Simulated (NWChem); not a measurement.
Basis-set convergence for H4Sn

```xyz
5

Sn     0.0000     0.0000     0.0000
H      1.3970     0.0000     0.9878
H     -1.3970     0.0000     0.9878
H      0.0000    -1.3970    -0.9878
H      0.0000     1.3970    -0.9878
```
Charge 0, spin multiplicity 1.

All runs are NWChem calculations. Structure: optimised with PBE0/def2-SVP with def2 effective core potentials on Sn, a minimum by its harmonic frequencies.

Quantity: LUMO energy at the level PBE.

Effective core potentials replace the inner electrons of Sn; spin-orbit coupling is left out. The structure started from a generated list of species.

```
basis       functions  LUMO energy (eV)
----------  ---------  ----------------
def2-SVP           46              0.07
def2-SVPD          64             -0.82
def2-TZVP          74             -0.35
def2-TZVPD         92             -0.86
def2-TZVPP        106             -0.35
def2-QZVP         202             -0.58
```

Smallest basis within 0.1 eV of def2-QZVP, the largest set run: no smaller one. def2-QZVP isn't the basis-set limit itself, and a small set can land close by cancellation.
